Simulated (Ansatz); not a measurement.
Isolated molecules relaxed with PBE0-D4/def2-TZVP in Ansatz; ΔE leaves out vibrations. CBS: MP2 limit from def2 TZ/QZ plus the TZ coupled-cluster correction, frozen cores. This one scheme is used for every species. Functionals use def2-TZVPP. Triplets are unrestricted, without spin–orbit coupling. One conformer a species, not always the lowest.

Consider the formal loss of a carbene: `C=C[CH2][AlH][F]` → `C=[CH][AlH][F]` + `[CH2]` (triplet).

`C=C[CH2][AlH][F]`:

Cartesian coordinates in Å:
```
C 0.871 -1.034 -0.473
C -0.153 -0.236 -0.873
C -1.296 0.133 -0.040
Al 0.240 0.903 0.970
F 0.853 2.369 0.500
H 0.778 -1.692 0.387
H 1.767 -1.131 -1.072
H 0.008 0.364 -1.767
H -2.051 0.743 -0.522
H -1.714 -0.674 0.563
H 0.698 0.255 2.326
```

`C=[CH][AlH][F]`:

Cartesian coordinates in Å:
```
C -1.012 0.844 0.425
C -0.121 -0.115 0.693
Al 1.002 -0.727 -0.747
F 2.128 -1.907 -0.487
H -1.112 1.275 -0.570
H -1.687 1.252 1.175
H -0.082 -0.495 1.712
H 0.885 -0.127 -2.202
```

`[CH2]` (triplet):

Z-matrix (Å, degrees):
```
C
H 1 1.079
H 1 1.079 2 134.9
```

| species | PBE energy (Eh) |
| --- | --- |
| `C=C[CH2][AlH][F]` | -459.95311 |
| `C=[CH][AlH][F]` | -420.67523 |
| `[CH2]` (triplet) | -39.10530 |

(1) Work out ΔE.

(2) What do rigid-rotor, harmonic-oscillator terms from PBE0-D4/def2-TZVP frequencies (298.15 K, 1 bar) make of the CCSD(T)/CBS value? (Best estimate.)

Largest T1 diagnostic among the species: 0.012.

Answers

(1) ΔE = (-420.67523) + (-39.10530) − (-459.95311) = 0.17258 Eh = +4.70 eV. CCSD(T)/CBS gives +4.56 eV.

(2) The calculation gave: ΔZPE = -0.30 eV, ΔH = +4.34 eV, ΔS = 177 J/(mol·K), ΔG = +3.79 eV. Open shells count their whole term as degenerate.

From BLYP to BHLYP (50 % exact exchange), in def2-TZVPP and without D4, ΔE moves by −0.06 eV. At CCSD(T), def2-SVP lies −0.24 eV from the extrapolated value and def2-TZVPP −0.13 eV. In def2-TZVPP, CCSD(T) changes the Hartree–Fock value by +1.63 eV (the triples alone add +0.16 eV) and MP2 by +1.82 eV.
